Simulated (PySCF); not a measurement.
FLi, charge -1, doublet, at a GFN2-xTB geometry (such geometries of metal compounds can be far from the true shape) (a state made from the parent by changing its charge; the spin is typed, not shown lowest) (in this run its highest filled SCF level lies above zero, so its values depend strongly on the basis, on diffuse functions most of all); TPSS/def2-SVP (PySCF).

The PySCF input:
```python
from pyscf import gto, scf, dft

mol = gto.M(
    atom='''
Li   -0.00000000   -0.00000000   -1.39755736
F     0.00000000    0.00000000    0.46585245
''',
    basis='def2-svp',
    charge=-1,
    spin=1,
    verbose=4,
)

mf = dft.UKS(mol)
mf.xc = 'tpss'
mf.conv_tol = 1e-4
mf.kernel()
```

What the program printed (banner, timings and long lists left out):

```
PySCF version 2.14.0

[INPUT] verbose = 4
[INPUT] num. atoms = 2
[INPUT] num. electrons = 13
[INPUT] charge = -1
[INPUT] spin (= nelec alpha-beta = 2S) = 1
[INPUT] symmetry False subgroup None
[INPUT] Mole.unit = angstrom
[INPUT] Symbol           X                Y                Z      unit          X                Y                Z       unit  Magmom
[INPUT]  1 Li     0.000000000000   0.000000000000  -1.397557360000 AA    0.000000000000   0.000000000000  -2.641000653770 Bohr   0.0
[INPUT]  2 F      0.000000000000   0.000000000000   0.465852450000 AA    0.000000000000   0.000000000000   0.880333544958 Bohr   0.0

nuclear repulsion = 7.66754828603162
number of shells = 11
number of NR pGTOs = 40
number of NR cGTOs = 23
basis = def2-svp
ecp = {}

******** <class 'pyscf.dft.uks.UKS'> ********
method = UKS
initial guess = minao
damping factor = 0
level_shift factor = 0
DIIS = <class 'pyscf.scf.diis.CDIIS'>
diis_start_cycle = 1
diis_space = 8
diis_damp = 0
SCF conv_tol = 0.0001
SCF conv_tol_grad = None
SCF max_cycles = 50
direct_scf = True
direct_scf_tol = 1e-13
number electrons alpha = 7  beta = 6
XC library pyscf.dft.libxc version 7.1.2
    S. Lehtola, C. Steigemann, M. J. T. Oliveira, and M. A. L. Marques,  SoftwareX 7, 1–5 (2018)
XC functionals = tpss
    J. Tao, J. P. Perdew, V. N. Staroverov, and G. E. Scuseria,  Phys. Rev. Lett. 91, 146401 (2003)
    J. P. Perdew, J. Tao, V. N. Staroverov, and G. E. Scuseria,  J. Chem. Phys. 120, 6898 (2004)
    J. Tao, J. P. Perdew, V. N. Staroverov, and G. E. Scuseria,  Phys. Rev. Lett. 91, 146401 (2003)
    J. P. Perdew, J. Tao, V. N. Staroverov, and G. E. Scuseria,  J. Chem. Phys. 120, 6898 (2004)
radial grids:
    Treutler-Ahlrichs [JCP 102, 346 (1995); DOI:10.1063/1.469408] (M4) radial grids

becke partition: Becke, JCP 88, 2547 (1988); DOI:10.1063/1.454033
pruning grids: <function nwchem_prune>
grids dens level: 3
symmetrized grids: False
atomic radii adjust function: <function treutler_atomic_radii_adjust>
small_rho_cutoff = 0
Set gradient conv threshold to 0.01
tot grids = 27984
init E= -107.140508633024

cycle= 1 E= -107.169714163684  delta_E= -0.0292  |g|= 0.611  |ddm|= 0.649
cycle= 2 E= -97.5921761214184  delta_E= 9.58  |g|= 2.69  |ddm|= 6.88
cycle= 3 E= -107.296168909879  delta_E= -9.7  |g|= 0.187  |ddm|= 6.27

cycle= 4 E= -107.323454534476  delta_E= -0.0273  |g|= 0.0437  |ddm|= 0.603
cycle= 5 E= -107.323907429573  delta_E= -0.000453  |g|= 0.0239  |ddm|= 0.0345
cycle= 6 E= -107.32408670666  delta_E= -0.000179  |g|= 0.0107  |ddm|= 0.02
cycle= 7 E= -107.324136808425  delta_E= -5.01e-05  |g|= 0.00223  |ddm|= 0.0128
Extra cycle  E= -107.324125044255  delta_E= 1.18e-05  |g|= 0.00599  |ddm|= 0.00778
converged SCF energy = -107.324125044255  <S^2> = 0.75019243  2S+1 = 2.0001924
```
